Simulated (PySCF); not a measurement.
# TDDFT excited states: C5H8Si

Compound: C5H8Si.
InChI=1S/C5H8Si/c1-2-3-6-4-5-6/h6H,4-5H2,1H3

Computed, not measured: PySCF, TDDFT CAM-B3LYP/def2-SVPD, vertical, gas phase, core orbitals frozen in the response. Geometry: GFN2-xTB; no solvent, vibrations or thermal averaging.

| state | E (eV) | ν̃ (cm⁻¹) | f | \|μ\| (D) | main configurations (H = HOMO, L = LUMO) |
| --- | --- | --- | --- | --- | --- |
| S1 | 5.58 | 45000 | 0.0009 | 0.21 | H→L+2 (70%), H→L+1 (10%) |
| S2 | 5.80 | 46790 | 0.181 | 2.87 | H→L (74%), H-1→L+2 (12%) |
| S3 | 6.08 | 49040 | 0.0002 | 0.10 | H-1→L (77%) |
| S4 | 6.47 | 52170 | 0.0002 | 0.08 | H→L+1 (60%), H→L+3 (19%), H-2→L+2 (10%) |
| S5 | 6.68 | 53890 | 0.0070 | 0.53 | H→L+4 (33%), H→L+2 (14%), H-2→L+2 (14%) |
| S6 | 6.70 | 54050 | 0.224 | 2.97 | H-2→L (30%), H-1→L+2 (22%), H→L (20%) |
| S7 | 6.90 | 55670 | 0.0020 | 0.28 | H→L+4 (40%), H-2→L+2 (13%), H→L+3 (12%) |
| S8 | 7.23 | 58310 | 0.0029 | 0.32 | H→L+3 (30%), H→L+7 (22%), H-3→L (13%) |

Triplets, Tamm–Dancoff:

| state | E (eV) | λ (nm) | main configurations (H = HOMO, L = LUMO) |
| --- | --- | --- | --- |
| T1 | 4.50 | 275.6 | H→L (85%) |
| T2 | 5.23 | 236.9 | H→L+2 (47%), H-1→L (14%), H-2→L+2 (11%) |
| T3 | 5.23 | 236.8 | H-1→L+2 (45%), H-2→L (9%) |

The lowest singlet comes at 222 nm (538 kJ/mol) in the ultraviolet; it is very weak; its leading configuration is HOMO→LUMO+2 (70%). The strongest level in the table is S6 at 6.70 eV (185 nm, f = 0.224). Löwdin shares by element: HOMO carbon 54% or more, silicon 22% (atoms not listed hold the other 24%); LUMO carbon 41% or more, silicon 26% (atoms not listed hold the other 32%). The oscillator strengths of these states sum to 0.419; summed over the whole spectrum of an exact calculation they would give the number of electrons, 52 (Thomas–Reiche–Kuhn). Weighted by f, the mean energy of these states is 6.31 eV. Orbital energies (eV): HOMO-3 -10.01, HOMO-2 -9.63, HOMO-1 -9.05, HOMO -7.75, LUMO 0.95, LUMO+1 1.23, LUMO+2 1.32. Only the lowest 8 singlets were computed, as vertical energies without vibronic structure.
